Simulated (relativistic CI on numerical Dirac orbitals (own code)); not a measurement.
Spin-allowed bands of a d3 ion in an octahedral site, by hand

Problem. Take Δ = 9300 cm⁻¹ and B = 820 cm⁻¹ for a d3 ion in an octahedral site. Calculate the three spin-allowed bands.

Working.
1. The terms of highest spin are 4F (energy 0) and 4P (15B = 12300 cm⁻¹). Here the F term splits into A2 at −1.2Δ = -11160, T2 at −0.2Δ = -1860 and T1 at +0.6Δ = 5580 cm⁻¹.
2. The two T1 states mix through the element 0.4Δ: H = [[5580, 3720], [3720, 12300]], with roots ½(H₁₁ + H₂₂) ∓ ½√[(H₂₂ − H₁₁)² + 4H₁₂²] = ½(17880) ∓ ½(10026) = 3927 and 13953 cm⁻¹.
3. The ground term is 4A2 at -11160 cm⁻¹.
4. Bands: 4T2 9300 cm⁻¹ (1075 nm), 4T1(F) 15087 cm⁻¹ (663 nm), 4T1(P) 25113 cm⁻¹ (398 nm).

Check. Exact diagonalisation of the whole d3 shell with these parameters gives 4T2 9300, 4T1 15087, 4T1 25113 cm⁻¹. The match is exact, since without spin-orbit coupling no other term has this spin. The ratio of the second band to the first, 1.622, depends on Δ/B = 11.3 alone, which is how a Tanabe-Sugano diagram is read.
